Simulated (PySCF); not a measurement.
BSiH$_{6}$OF, closed shell: harmonic vibrations.

The script, run.py:

```python
import json, numpy as np
from pyscf import gto, scf, dft, mp, cc
EV, BOHR = 27.211386245988, 0.529177210903
mol = gto.M(atom="""
B -0.958818 1.145987 0.280798
F -1.472953 -2.256691 0.918476
H -2.048251 1.097358 0.768045
H -0.449027 2.174449 -0.073254
H -1.084242 -1.447597 0.652086
O -0.280084 -0.020236 0.126543
Si 1.262494 -0.198954 -0.525982
H 1.569600 -1.641430 -0.451474
H 1.242633 0.277254 -1.927913
H 2.212870 0.600732 0.280838
""", basis="def2-tzvp", charge=0, spin=0, max_memory=8670, verbose=0)
def mean_field(mol, dm=None):
    mf = dft.RKS(mol, xc="pbe0").density_fit()
    mf.conv_tol = 1e-9; mf.grids.level = 4
    mf.kernel(dm0=dm)
    if not mf.converged: mf = mf.newton().run(mf.mo_coeff, mf.mo_occ)
    assert mf.converged
    return mf
def d4(mol):
    from pyscf.dispersion.dftd4 import DFTD4Dispersion
    real = gto.M(atom=[(mol.atom_pure_symbol(i), mol.atom_coord(i)) for i in range(10)], unit='B', charge=mol.charge, spin=None, basis='def2-svp', verbose=0)
    r = DFTD4Dispersion(real, xc="pbe0", atm=True).get_dispersion(grad=True); return r["energy"], r["gradient"]
def energy_and_gradient(mol, dm=None):
    mf = mean_field(mol, dm); e, g = d4(mol)
    return mf, (mf.e_tot + e) * EV, (mf.nuc_grad_method().kernel()[:10] + g) * EV / BOHR
out = {}
from pyscf.hessian import thermo
mf = mean_field(mol); n = mol.natm; h = mf.Hessian().kernel(); x0 = mol.atom_coords()
for i in range(n):
    for a in range(3):
        g = []
        for s in (1, -1):
            x = x0.copy(); x[i, a] += s * 0.005; g.append(d4(mol.set_geom_(x, unit='B', inplace=False))[1])
        h[i, :, a, :] += (g[0] - g[1]) / 0.01
for i in range(n): h[i, i] -= h[i].sum(0)  # translational sum rule: the analytic Hessian lacks the grid's response
w = thermo.harmonic_analysis(mol, h, imaginary_freq=False)['freq_wavenumber']; r = w[w > 0] * 1.239842e-4; T = [298.15, 498.15, 698.15, 898.15]
print("Vibrations: " + " ".join(f"{a:.2f}" for a in w) + f" cm⁻¹, zero-point energy {r.sum() / 2:.6f} eV")
A = [r.sum() / 2 + 8.617333e-5 * t * np.log(1 - np.exp(-r / 8.617333e-5 / t)).sum() for t in T]
out.update(energy=(mf.e_tot + d4(mol)[0]) * EV, converged=True, hessian=(h.transpose(0, 2, 1, 3).reshape(3 * n, -1) * EV / BOHR**2).round(5).tolist(), temperatures=T, free_energy=A)
out['s2'] = mf.spin_square()[0]; out['nelec'] = mol.nelec
print(f"Total energy {out['energy']:.6f} eV, <S^2> {out['s2']:.4f}")
json.dump(out, open("out.json", "w"), default=float)
```

Command:

```bash
OMP_NUM_THREADS=4 python run.py
```

It printed (PySCF 2.14):

```
Vibrations: -51.57 57.35 82.14 154.25 240.57 290.80 613.77 674.79 718.55 738.44 747.10 949.38 950.22 959.99 1039.39 1058.60 1214.15 1357.75 2251.67 2261.49 2284.28 2557.97 2671.29 3772.44 cm⁻¹, zero-point energy 1.713858 eV
Total energy -13410.846778 eV, <S^2> 0.0000
```

Hardware: 4 CPU threads of an Arm Neoverse V1, shared host. Wall time 4.8 min; peak host memory 2.2 GiB.
